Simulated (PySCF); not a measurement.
# The electron affinity along group 11

Calculated with PySCF 2.14 from differences of total energies of unrestricted determinants, without spin-orbit coupling. Values in eV. The last column holds reference values (measured affinities from photodetachment; the arrow runs from anion to atom). Unmarked ones compare directly (S terms, centres of terms, or small fine structure); those marked * lie between the lowest fine-structure levels and include a spin-orbit shift.

```json
{"element": "Cu (def2-QZVPPD, non-relativistic)", "configurations": "[Ar] 3d10 4s2 → [Ar] 3d10 4s1", "LDA": "1.455", "r2SCAN": "1.106", "BHandHLYP": "0.819", "MP2 (valence)": "0.815", "SCS-MP2 (valence and next inner shell)": "0.874", "CCSD(T) (valence)": "1.087", "reference": "1.236"}
{"element": "Ag (def2-QZVPPD with the def2 core potential (28 electrons), ECP)", "configurations": "[Kr] 4d10 5s2 → [Kr] 4d10 5s1", "LDA": "1.598", "r2SCAN": "1.202", "BHandHLYP": "0.960", "MP2 (valence)": "1.051", "SCS-MP2 (valence and next inner shell)": "1.098", "CCSD(T) (valence)": "1.174", "reference": "1.304"}
{"element": "Au (def2-QZVPPD with the def2 core potential (60 electrons), ECP)", "configurations": "[Xe] 4f14 5d10 6s2 → [Xe] 4f14 5d10 6s1", "LDA": "2.538", "r2SCAN": "2.119", "BHandHLYP": "1.721", "MP2 (valence)": "2.131", "SCS-MP2 (valence and next inner shell)": "2.163", "CCSD(T) (valence)": "2.092", "reference": "2.309"}
```

Problem. Which of these methods has the smallest mean absolute error against the measured values here?

Solution. r2SCAN, with 0.141 eV.

| method | elements | mean error (eV) | mean absolute error (eV) | largest error (eV) |
| --- | --- | --- | --- | --- |
| LDA | 3 | 0.247 | 0.247 | 0.294 |
| r2SCAN | 3 | -0.141 | 0.141 | -0.189 |
| BHandHLYP | 3 | -0.450 | 0.450 | -0.587 |
| MP2 (valence) | 3 | -0.284 | 0.284 | -0.421 |
| SCS-MP2 (valence and next inner shell) | 3 | -0.238 | 0.238 | -0.362 |
| CCSD(T) (valence) | 3 | -0.165 | 0.165 | -0.217 |

The highest occupied level of the anion is positive for Cu⁻ at LDA, r2SCAN, BHandHLYP; Ag⁻ at LDA, r2SCAN, BHandHLYP; Au⁻ at LDA, r2SCAN, so there the basis helps to hold the electron.

Errors include the incompleteness of the basis and the frozen core.

"Valence" correlates the outer s and p shells and, in groups 3 to 12 and the f block, the outer d or f shell, open or full, or the next shell where the ion has no valence electron left; the wider scheme adds the next inner shell.
